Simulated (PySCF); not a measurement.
Below is a simulated gas-phase C 1s photoelectron spectrum of `c1c[se]cn1`.

Every computed line was given a Gaussian of 0.7 eV full width at half maximum and an area set by the number of equivalent atoms; the highest printed point is 100. Computed with PySCF, delta-SCF UKS SCAN, pcX-2 on the ionised atom, pcseg-1 elsewhere, spin-free X2C.

(binding energy (eV), intensity): (289.9, 0), (290.0, 0), (290.1, 1), (290.2, 3), (290.3, 6), (290.4, 12), (290.5, 20), (290.6, 33), (290.7, 48), (290.8, 64), (290.9, 78), (291.0, 90), (291.1, 97), (291.2, 100), (291.3, 100), (291.4, 97), (291.5, 92), (291.6, 85), (291.7, 76), (291.8, 64), (291.9, 50), (292.0, 36), (292.1, 24), (292.2, 14), (292.3, 8), (292.4, 4), (292.5, 2), (292.6, 1), (292.7, 0)

Q: How many maxima does the curve show, and how many computed lines lie under it?

A: The curve has 1 maximum (at 291.2 eV). Under it lie 3 lines from 3 inequivalent carbon sites. At this width some lines have no maximum of their own.

Q: Decompose the envelope and assign each component. Numbering: `[cH:1]1[cH:2][se:3][cH:4][n:5]1`.

A: 
```tsv
position (eV)	relative area	line	atoms	environment
290.93	1	C 1s	C2	aromatic CH carbon
291.28	1	C 1s	C1	aromatic CH next to a ring nitrogen
291.71	1	C 1s	C4	aromatic CH next to a ring nitrogen
```

Q: What are the centre and the root-mean-square width of the whole band?

A: The area-weighted mean of the lines is 291.31 eV. Their own spread about it is 0.32 eV (rms) and each Gaussian has σ = 0.7/2.355 = 0.30 eV; the variances add, which gives 0.43 eV.

Lowest listed C 1s: C2, bonded to C (aromatic in the SMILES), Se (aromatic in the SMILES) and H. Highest, 0.78 eV above it: C4, bonded to N (aromatic in the SMILES), Se (aromatic in the SMILES) and H. The widest gap between neighbouring values is 0.43 eV, between 291.28 and 291.71 eV. Summing the Pauling electronegativity differences to the bonded atoms, each weighted by its formal bond order, gives -0.35 for the lowest site and +0.39 for the highest; no listed site has a larger sum than the highest.

Shake-up satellites, vibrational structure and lifetime widths aren't simulated. Geometry: PBE0-D3(BJ)/def2-SVP; no solvent, vibrations or thermal averaging.
